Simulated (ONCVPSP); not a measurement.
# mercury (Hg), ONCV: configuration errors across variants

- Element: Hg
- Generator: ONCVPSP 4.0.1
- Type: optimised norm-conserving Vanderbilt (ONCV)
- Functional: PBE
- Relativity: scalar-relativistic
- Frozen core: [Kr] 4d10
- Valence charge: 34
- Reference configuration: 4f14 5s2 5p6 5d10 6s2
- Partial waves: 5s+6s: rc 1.50 bohr, ncon 4, nbas 8, qcut 10.1 1/bohr, 2 projectors; 5p: rc 1.40 bohr, ncon 3, nbas 6, qcut 11.9 1/bohr, 2 projectors, debl 0.7 Ha; 5d: rc 1.85 bohr, ncon 4, nbas 9, qcut 9.5 1/bohr, 1 projector; 4f: rc 0.70 bohr, ncon 4, nbas 9, qcut 20.3 1/bohr, 2 projectors, debl 1.9 Ha
- Local potential: polynomial inside 0.60 bohr (lpopt 5, dvloc0 6 Ha)
- Core correction: Teter function fitted to the true core (icmod 2), fcfact 0.55

In the p channel the program set the typed energies aside and used -2.444, 0.250 Ha. In the f channel the program set the typed energies aside and used -3.524, 0.250 Ha.

All-electron excitation energies from the reference (eV): (1) 4f14 5s2 5p6 5d10 6s1 10.688; (2) 4f14 5s2 5p6 5d10 6s0 29.663; (3) 4f14 5s2 5p6 5d9 6s0 65.190; (4) 4f14 5s2 5p6 5d8 6s0 114.946.

4 further variants failed, have other tests or too few solved ones, and are left out.

A true bound ghost makes a file unfit for plane-wave use even where its test errors are small: the radial tests pick states by their node count and pass the ghost by.

Errors AE − PS in meV (a dash: test not solved or not reliable):

| change | (1) | (2) | (3) | (4) | bound ghosts | GHOST(+) flags above zero |
| --- | --- | --- | --- | --- | --- | --- |
| base | -4.6 | -15 | -7.2 | +19 | s, p | none |
| all radii but the core radius scaled by about 0.90 (s 1.36, p 1.26, d 1.66, f 0.64 bohr); local potential polynomial inside 0.54 bohr (lpopt 5, dvloc0 6 Ha) | -4.1 | -12 | +38 | +204 | s, p | d |
| all radii but the core radius scaled by about 0.96 (s 1.44, p 1.34, d 1.78, f 0.68 bohr); local potential polynomial inside 0.58 bohr (lpopt 5, dvloc0 6 Ha) | -4.5 | -14 | -4.2 | +29 | s, p | d |
| all radii but the core radius scaled by about 1.08 (s 1.62, p 1.52, d 2.00, f 0.76 bohr); local potential polynomial inside 0.66 bohr (lpopt 5, dvloc0 6 Ha) | -5.0 | -16 | -12 | +4.3 | s | p |
| all radii but the core radius scaled by about 1.13 (s 1.70, p 1.58, d 2.10, f 0.80 bohr); local potential polynomial inside 0.68 bohr (lpopt 5, dvloc0 6 Ha) | -5.1 | -17 | -13 | +1.1 | s | p |

(1) Give the same row for: all radii but the core radius scaled by about 1.21 (s 1.82, p 1.70, d 2.24, f 0.84 bohr); local potential polynomial inside 0.72 bohr (lpopt 5, dvloc0 6 Ha).

Answers

(1) -5.1, -17, -18, -7.5; bound ghosts: s; GHOST(+) flags above zero: p.
